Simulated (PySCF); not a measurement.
# PySCF run on NaBr

Input:

```python
from pyscf import gto, scf

mol = gto.M(
    atom='Na 0 0 0; Br 0 0 2.377',
    basis='cc-pvdz',
    charge=0,
    spin=0,
    verbose=4,
)
mf = scf.RHF(mol)
mf.kernel()
mf.nuc_grad_method().kernel()
mf.dip_moment()
print('orbital energies (hartree):', mf.mo_energy[..., max(0, mol.nelec[1]-3):mol.nelec[0]+3].round(4))
```

```bash
$ python input.py
```

It prints (some set-up lines and the per-cycle HOMO/LUMO lines with their warnings removed):

```
PySCF version 2.14.0

[INPUT] verbose = 4
[INPUT] num. atoms = 2
[INPUT] num. electrons = 46
[INPUT] charge = 0
[INPUT] spin (= nelec alpha-beta = 2S) = 0
[INPUT] symmetry False subgroup None
[INPUT] Mole.unit = angstrom
[INPUT] Symbol           X                Y                Z      unit          X                Y                Z       unit  Magmom
[INPUT]  1 Na     0.000000000000   0.000000000000   0.000000000000 AA    0.000000000000   0.000000000000   0.000000000000 Bohr   0.0
[INPUT]  2 Br     0.000000000000   0.000000000000   2.377000000000 AA    0.000000000000   0.000000000000   4.491878998091 Bohr   0.0

nuclear repulsion = 85.7102339941944
number of shells = 11
number of NR pGTOs = 118
number of NR cGTOs = 45
basis = cc-pvdz
ecp = {}

******** <class 'pyscf.scf.hf.RHF'> ********
method = RHF
initial guess = minao
damping factor = 0
level_shift factor = 0
DIIS = <class 'pyscf.scf.diis.CDIIS'>
diis_start_cycle = 1
diis_space = 8
diis_damp = 0
SCF conv_tol = 1e-09
SCF conv_tol_grad = None
SCF max_cycles = 50
direct_scf = True
direct_scf_tol = 1e-13
Set gradient conv threshold to 3.16228e-05
Initial guess from minao.
init E= -2733.12075247975
cycle= 1 E= -2734.29829843626  delta_E= -1.18  |g|= 0.232  |ddm|= 0.753
cycle= 2 E= -2734.31771480275  delta_E= -0.0194  |g|= 0.0953  |ddm|= 0.427
cycle= 3 E= -2734.31960147991  delta_E= -0.00189  |g|= 0.00752  |ddm|= 0.0935
cycle= 4 E= -2734.31964355105  delta_E= -4.21e-05  |g|= 0.00185  |ddm|= 0.0179
cycle= 5 E= -2734.31964827857  delta_E= -4.73e-06  |g|= 0.000475  |ddm|= 0.00576
cycle= 6 E= -2734.31964863179  delta_E= -3.53e-07  |g|= 0.000105  |ddm|= 0.00192
cycle= 7 E= -2734.31964864376  delta_E= -1.2e-08  |g|= 2.59e-05  |ddm|= 0.000374
cycle= 8 E= -2734.31964864449  delta_E= -7.29e-10  |g|= 3.8e-06  |ddm|= 9.15e-05
Extra cycle  E= -2734.31964864451  delta_E= -1.82e-11  |g|= 1.53e-06  |ddm|= 1.12e-05
converged SCF energy = -2734.31964864451

******** <class 'pyscf.grad.rhf.Gradients'> for <class 'pyscf.scf.hf.RHF'> ********
unit = Eh/Bohr
--------------- RHF gradients ---------------
         x                y                z
0 Na    -0.0000000000    -0.0000000000     0.0250812028
1 Br     0.0000000000     0.0000000000    -0.0250812028
----------------------------------------------
Dipole moment(X, Y, Z, Debye):  0.00000, -0.00000, -8.86858
orbital energies (hartree): [-0.3501 -0.3317 -0.3317 -0.0142  0.0376  0.0376]
```

In short: E(SCF) = -2734.319649 Eh, 8 cycles, μz(SCF) = -8.87 D, gradient on the second atom -0.0251 Eh/bohr.

Wall time 2.1 s on one thread of a shared host.

Stability towards an unrestricted solution was not tested. The bond length is a typed value, not an optimised one.
